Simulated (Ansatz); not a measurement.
`[OH][Hf]([F])([Cl])[SeH]` + `CO/C=C/O` → `CO/C=C\[SeH]` + `[OH][Hf]([OH])([F])[Cl]`  (formal exchange of groups at the Se–Hf bond)

Computed with Ansatz on PBE0-D4/def2-TZVP structures; ΔE is electronic, products minus reactants. CCSD(T)/CBS adds triple-zeta CCSD(T) − MP2 to the extrapolated MP2 energy (def2 sets, frozen cores). Double bonds are as drawn, so ΔE can hold a change between cis and trans. Elements past krypton have def2 core potentials. For Hf, Se outer-core shells are correlated without core-valence functions, which leaves a few kJ/mol of doubt a bond. Scalar relativity is left out up to krypton. One conformer a species, not always the lowest.

| level | ΔE (kJ/mol) |
| --- | --- |
| CCSD(T)/def2-TZVPP | -76.9 |
| SCS-MP2/def2-QZVPP | -85.5 |

(1) What does CCSD(T)/CBS give? (An estimate is asked.)

Largest T1 diagnostic among the species: 0.015.

Results:

(1) Ansatz gave: -77.4 kJ/mol. The listed levels differ from it by 0.5, -8.1 kJ/mol.
